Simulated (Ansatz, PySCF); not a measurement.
Species: sum formula BNH$_{2}$F$_{2}$ (charge 0, singlet). 
Geometry from a B3LYP-D3(BJ)/def2-TZVP (Ansatz, an electronic-structure program) optimisation:
SMILES: NB(F)F
```xyz
6

B      0.0183    -0.0197     0.0248
F      1.2393    -0.4934    -0.2319
F     -0.5103    -0.2912     1.2198
N     -0.6792     0.7310    -0.9204
H     -1.5987     1.0964    -0.7469
H     -0.2993     0.9462    -1.8251
```

Dipole moments at this geometry, in debye (magnitudes).

```csv
level,program,dipole (D)
HF/def2-TZVPD,PySCF,2.77
SVWN5/def2-TZVPD,Ansatz,2.74
PBE/def2-TZVPD,Ansatz,2.66
BLYP/def2-TZVPD,Ansatz,2.66
BHLYP/def2-TZVPD,Ansatz,2.76
M06-2X/def2-TZVPD,PySCF,2.72
LC-wPBE/def2-TZVPD,Ansatz,2.72
wB97M-V/def2-TZVPD,Ansatz,2.69
wB97X-V/def2-TZVPD,Ansatz,2.69
CCSD(T)/aug-cc-pVDZ,Ansatz,2.69
```
